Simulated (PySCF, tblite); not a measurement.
Isomers of C6H11O2 (doublet state). All values are computed: GFN2-xTB (tblite) harmonic vibrations without scaling, gas phase. Against measured fundamentals such values can be off by several per cent, at times by over 20. One conformer each. Open shells enter through the occupations alone, without spin polarisation, and single modes of such species can be off by tens of per cent.

Electronic energies: B3LYP/pcH-1 single points on the GFN2-xTB geometries (PySCF, gas phase).

```json
{"SMILES": "[CH2]C(=O)OCC(C)C", "electronic energy, lowest = 0 (kJ/mol)": "0.0"}
{"SMILES": "C[C](C=O)OC(C)C", "electronic energy, lowest = 0 (kJ/mol)": "12.0"}
{"SMILES": "CC[C](C)COC=O", "electronic energy, lowest = 0 (kJ/mol)": "22.1"}
{"SMILES": "CO[C@H]1[CH]CCCO1", "electronic energy, lowest = 0 (kJ/mol)": "110.5"}
{"SMILES": "CC(C)[C@@H]1OC[C]1O", "electronic energy, lowest = 0 (kJ/mol)": "163.9"}
```

Problem. How do GFN2-xTB zero-point energies change the relative energies?

Solution. 
| SMILES | ZPE (kJ/mol) | of it from modes above 1550 cm⁻¹ | electronic (kJ/mol) | with ZPE, lowest = 0 (kJ/mol) | lowest mode (cm⁻¹) | rings |
| --- | --- | --- | --- | --- | --- | --- |
| [CH2]C(=O)OCC(C)C | 413.6 | 209.4 | 0.0 | 0.0 | 40 | 0 |
| C[C](C=O)OC(C)C | 413.3 | 207.2 | 12.0 | 11.7 | 59 | 0 |
| CC[C](C)COC=O | 413.0 | 206.0 | 22.1 | 21.6 | 15 | 0 |
| CO[C@H]1[CH]CCCO1 | 418.0 | 194.3 | 110.5 | 114.8 | 68 | 1 |
| CC(C)[C@@H]1OC[C]1O | 416.9 | 198.8 | 163.9 | 167.2 | 60 | 1 |

The zero-point energies span 5.0 kJ/mol, from `CC[C](C)COC=O` to `CO[C@H]1[CH]CCCO1`. The order is unchanged.

Problem. And how do the electronic energies of GFN2-xTB itself compare?

Solution. `[CH2]C(=O)OCC(C)C` 9.2; `C[C](C=O)OC(C)C` 0.0; `CC[C](C)COC=O` 20.7; `CO[C@H]1[CH]CCCO1` 38.6; `CC(C)[C@@H]1OC[C]1O` 93.8 kJ/mol, lowest = 0. Against the energies above, taken from the same isomer `[CH2]C(=O)OCC(C)C`, the largest difference is 81.1 kJ/mol.

Problem. What do entropy and thermal enthalpy add at 298.15 K and 1 bar (rigid rotor, harmonic oscillator, one conformer each)?

Solution. 
```tsv
SMILES	point group	symmetry number	S (J/(mol K))	H − H(0) (kJ/mol)	ZPE + H − H(0) − TS (kJ/mol)
[CH2]C(=O)OCC(C)C	C1	1	413.6	28.37	318.7
C[C](C=O)OC(C)C	C1	1	418.3	29.40	318.0
CO[C@H]1[CH]CCCO1	C1	1	382.2	25.05	329.0
CC(C)[C@@H]1OC[C]1O	C1	1	395.8	26.98	325.9
```

S holds R ln(2S + 1) for the spin.

Not tabulated: `CC[C](C)COC=O` (lowest mode only 14 cm⁻¹).
